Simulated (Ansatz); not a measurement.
`[OH][Ga]([Cl])[Cl]` + HBr → `[Cl][Ga]([Cl])[Br]` + H₂O at 298.15 K and 1 bar (ligand exchange at a Ga–O bond).

Isolated molecules relaxed with PBE0-D4/def2-TZVP in Ansatz; ΔE leaves out vibrations. CCSD(T)/CBS is the MP2 limit (def2-TZVPP, def2-QZVPP) plus CCSD(T) − MP2 in def2-TZVPP, frozen cores. This one scheme is used for every species. For Br, Ga outer-core shells are correlated without core-valence functions, which leaves a few kJ/mol of doubt a bond. Scalar relativity is left out up to krypton. Each species was taken in one conformer, which may not be the lowest.

| species | CCSD(T)/CBS energy (Eh) | H − E (kJ/mol) | S (J/(mol·K)) |
| --- | --- | --- | --- |
| `[OH][Ga]([Cl])[Cl]` | -2919.41483 | 60.7 | 335.1 |
| HBr | -2573.91920 | 24.6 | 198.6 |
| `[Cl][Ga]([Cl])[Br]` | -5416.98025 | 27.2 | 346.5 |
| H₂O | -76.37941 | 66.4 | 188.7 |

H − E and S are ideal-gas, rigid-rotor, harmonic terms from PBE0-D4/def2-TZVP, for one conformer and one mirror image of each species. 1 Eh = 2625.50 kJ/mol, R = 8.31446 J/(mol·K).

Q: By hand: ΔE, ΔH, ΔS and ΔG.

A: ΔE = (-5416.98025) + (-76.37941) − (-2919.41483) − (-2573.91920) = -0.02563 Eh = -67.3 kJ/mol. Δ(H − E) = 27.2 + 66.4 − 60.7 − 24.6 = 8.3, so ΔH = -59.0 kJ/mol. ΔS = 346.5 + 188.7 − 335.1 − 198.6 = 1.5 J/(mol·K). ΔG = -59.0 − 298.15 × (1.5)/1000 = -59.4 kJ/mol.

Q: By hand: the equilibrium constant, and the temperature at which ΔG would vanish if ΔH and ΔS stayed fixed.

A: log₁₀ K = −ΔG/(RT ln 10) = 10.4. ΔH and −TΔS have one sign here, so there is no such temperature.

The number of gas molecules stays the same, so ΔS is small and ΔH decides. A doubt of 5 kJ/mol in ΔE shifts log₁₀ K by 0.9 here. Other conformers and mirror images would add mixing entropy, several J/(mol·K) or more a flexible species. These are equilibria of isolated gas molecules and say nothing of rates. Largest T1 diagnostic: 0.012 (customary marks: 0.02 for closed shells, 0.045 for open ones).

ΔS is within the doubt of such terms, so its sign, and with it that verdict, could turn.
